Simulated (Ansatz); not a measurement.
Reactions of Cl2F3HSi2 (`F[Si](F)(F)[SiH](Cl)Cl`).

Calculated with Ansatz (gas phase, PBE0-D4/def2-TZVP geometries, no zero-point term in ΔE). CCSD(T)/CBS adds triple-zeta CCSD(T) − MP2 to the extrapolated MP2 energy (def2 sets, frozen cores). DFT in def2-TZVPP. For Se outer-core shells are correlated without core-valence functions, which leaves a few kJ/mol of doubt a bond. Scalar relativity is left out up to krypton. Each species was taken in one conformer, which may not be the lowest.

| reaction | PBE-D4 (kcal/mol) | MP2/CBS(def2) (kcal/mol) |
| --- | --- | --- |
| `F[Si](F)(F)[SiH](Cl)Cl` + `O[SiH](O)C[SiH2]Cl` → `O[SiH](O)C[SiH](Cl)Cl` + `F[Si](F)(F)[SiH2]Cl` | -2.2 | -2.6 |
| `F[Si](F)(F)[SiH](Cl)Cl` + `C=C[SiH2]N` → `C=C[SiH2]N[SiH](Cl)Cl` + `F[SiH](F)F` | -19.3 | -28.1 |
| `F[Si](F)(F)[SiH](Cl)Cl` + `CS[SiH](O)O` → `O[SiH](O)[Si](F)(F)F` + `CS[SiH](Cl)Cl` | 1.3 | 0.7 |
| `F[Si](F)(F)[SiH](Cl)Cl` + `NC[SeH]` → `F[Si](F)(F)[SeH]` + `NC[SiH](Cl)Cl` | -26.2 | -31.1 |

Q: Give the CCSD(T)/CBS values in the same order. (An estimate is asked.)

A: Computed: -2.6, -25.7, 1.2, -29.2 kcal/mol.

Largest T1 diagnostic: 0.012, for `O[SiH](O)[Si](F)(F)F`.
